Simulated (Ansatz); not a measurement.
C2H5BrGe, SMILES `[GeH3]/[CH]=C\Br`. Charge 0, multiplicity 1. The structure was optimised at the PBE0-D4/def2-TZVP level.

```xyz
9

Ge   -0.654    0.697    0.946
C     0.753   -0.284    0.030
C     0.664   -0.809   -1.180
Br   -0.882   -0.693   -2.255
H    -0.112    1.115    2.322
H    -1.038    1.947    0.143
H    -1.890   -0.195    1.130
H     1.703   -0.424    0.540
H     1.457   -1.353   -1.678
```

Q: What is the dipole moment at PBE/def2-TZVPP? (Best estimate.)

A: Computed: 1.24 D, with components (1.12, -0.22, 0.49) D in this frame, pointing from negative to positive charge.

Q: And with r2SCAN, B3LYP, ωB97M-V? (An estimate is asked.)

A: Ansatz gave: r2SCAN 1.34 D, B3LYP 1.32 D, ωB97M-V 1.35 D.

Q: Give the Mulliken charges with PBE, r2SCAN, ωB97M-V in def2-TZVPP. (Best estimate.)

A: Computed: 
```tsv
atom	PBE	r2SCAN	ωB97M-V
Ge1	0.11	0.14	0.07
C2	-0.23	-0.26	-0.27
C3	-0.06	-0.01	-0.09
Br4	-0.05	-0.06	-0.03
H5	-0.02	-0.02	0.01
H6	0.01	0.00	0.03
H7	0.01	0.00	0.03
H8	0.11	0.10	0.12
H9	0.12	0.11	0.14
```

B3LYP here is the variant with VWN-RPA as its local correlation; programs differ in this.
